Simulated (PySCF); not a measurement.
## Peak assignment

Atom-mapped SMILES (the numbers label the heavy atoms): `[F:1][CH:2]([F:3])[O:4][CH2:5][O:6][SiH:7]1[CH2:8][CH2:9][CH2:10]1`. Hydrogens are named by the atom that carries them. Ha(C8), Ha(C9), Ha(C10) are cis to O6 on the ring; Hb(C8), Hb(C9), Hb(C10) are trans to O6 on the ring.

- NMR shieldings at PBE0/pcSseg-1/GIAO
- geometry from GFN2-xTB
- program: PySCF 2.14
- non-relativistic, a single conformation, in vacuum, rapidly exchanging positions averaged

Referencing at the same level of theory: 13C (σref 186.93) and 1H (σref 31.72) vs TMS.

Question: Assign these signals to the numbered atoms. 13C{1H} NMR (computed): δ 122.0 (CH), 88.1 (CH2), 21.0 (CH2), 15.4 (CH2).

Answer: 
122.0 → C2, sp3 CH bonded to 2 F and O: 3 electronegative neighbours deshield it
88.1 → C5, sp3 carbon bearing two oxygens: 2 electronegative neighbours deshield it
21.0 → C8/C10, sp3 CH2 bonded to Si
15.4 → C9, sp3 CH2 in a ring: aliphatic region, no heteroatom directly attached

Question: Assign these signals to the numbered atoms. 1H NMR (600 MHz, computed): δ 6.69 (m, 1H), 5.77 (m, 1H), 5.37 (s, 2H), 2.04 (m, 1H), 1.82 (m, 2H), 1.80 (m, 1H), 1.52 (m, 2H).

Answer: 
6.69 → H(C2), hydrogen on an sp3 CH bonded to 2 F and O: its carbon carries F and O, an electronegative neighbour
5.77 → H(Si7), hydrogen on a silicon bonded to 2 C, O, in a 4-membered ring
5.37 → H(C5), hydrogen on an sp3 carbon bearing two oxygens: its carbon carries O, which withdraws density
2.04 → Ha(C9), hydrogen on an sp3 CH2 in a ring
1.82 → Ha(C8)/Ha(C10), hydrogen on an sp3 CH2 bonded to Si
1.80 → Hb(C9), hydrogen on an sp3 CH2 in a ring
1.52 → Hb(C8)/Hb(C10), hydrogen on an sp3 CH2 bonded to Si

Ha(C8)/Ha(C10) and Hb(C9) lie closer than the usual error of such a calculation, so a measured spectrum could show them in the other order.

Splittings by 19F in the carbon and heteronuclear signals aren't shown, as no couplings were computed. Shifts are as computed. Against solution values, carbons near 30 ppm lie about +3 ppm off and those near 130 ppm about +5 ppm. Of 1211 compounds with measured shifts, 218 miss one by over three times the rms of a fit or turn the order of signals round; such compounds aren't used in these exercises. No couplings were computed; multiplicities are counted from neighbouring protons, with m where these are inequivalent, close in shift, in a saturated or five-membered ring or joined by F or P, and br s for small geminal =CH2 splittings.
